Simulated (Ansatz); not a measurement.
Geometry optimisation, RKS PBE-D4/def2-SVP in Ansatz.

input.yaml

```yaml
crystal:
  periodic: [false, false, false]
  atoms:
    - { symbol: C, position_ang: [-1.7345, -0.2075, 0.4756] }
    - { symbol: Al, position_ang: [0.1335, -0.0399, 0.9705] }
    - { symbol: C, position_ang: [1.4902, 0.207, -0.4653] }
    - { symbol: O, position_ang: [1.5933, -0.8637, -1.346] }
    - { symbol: I, position_ang: [1.1863, 2.0402, -1.5054] }
    - { symbol: H, position_ang: [-1.9291, -1.015, -0.2124] }
    - { symbol: H, position_ang: [-2.0599, 0.7697, -0.0551] }
    - { symbol: H, position_ang: [-2.361, -0.2767, 1.3698] }
    - { symbol: H, position_ang: [0.5738, -0.1096, 2.5475] }
    - { symbol: H, position_ang: [2.5166, 0.2616, 0.0667] }
    - { symbol: H, position_ang: [1.7425, -1.66332, -0.67663] }
basis:
  gaussian: { orbitals: def2-SVP }
hamiltonian:
  xc: pbe
  dispersion: d4
relax:
  f_tol: 0.015
  max_steps: 40
```

Launched with:

```bash
$ ansatz run input.yaml --threads 2 --pin off --max-ram 3072MiB --backend cpu --events-out ev --progress --plain --runs-dir out
```

Where does it end, and by what steps?

It converged. The force dipped under the threshold on the way, but the program's further checks kept it going. After 25 steps the energy has fallen by 1.372 eV; H9 moved furthest, 1.14 Å. Joined: Al2–I5.

```
step  energy less start (eV)  largest force component (eV/Å)  accepted
   0                  0.0000                           3.109       yes
   1                 -0.4037                           1.550       yes
   2                 -0.5098                           1.241       yes
   3                 -0.6079                           1.343       yes
   4                 -0.6998                           1.140       yes
   5                 -0.8539                           1.153       yes
   6                 -1.0029                           2.435       yes
   7                 -1.2945                           0.721       yes
   8                 -1.2517                           0.986        no
   9                 -1.3436                           0.558       yes
  10                 -1.3515                           0.374       yes
  11                 -1.3595                           0.133       yes
  12                 -1.3579                           0.164        no
  13                 -1.3646                           0.054       yes
  14                 -1.3661                           0.175       yes
  15                 -1.3682                           0.042       yes
  16                 -1.3697                           0.011       yes
  17                 -1.3527                           0.533        no
  18                 -1.3705                           0.030       yes
  19                 -1.3685                           0.185        no
  20                 -1.3707                           0.069       yes
  21                 -1.3712                           0.030       yes
  22                 -1.3714                           0.030       yes
  23                 -1.3715                           0.029       yes
  24                 -1.3716                           0.023       yes
  25                 -1.3716                           0.010       yes
```

```xyz
11
Properties=species:S:1:pos:R:3
C -1.776 -0.126 0.427
Al 0.038 0.450 0.912
C 1.560 -0.427 -0.084
O 1.360 -1.355 -1.011
I 1.132 2.025 -1.008
H -1.833 -0.463 -0.628
H -2.509 0.698 0.556
H -2.117 -0.966 1.070
H 0.489 1.009 2.344
H 2.632 -0.195 0.112
H 2.177 -1.547 -1.520
```

Whether the end is a true minimum wasn't checked by a vibrational analysis.

The run took 69 s on 2 threads of Arm Neoverse V1, on a shared host, peak memory 0.16 GiB.
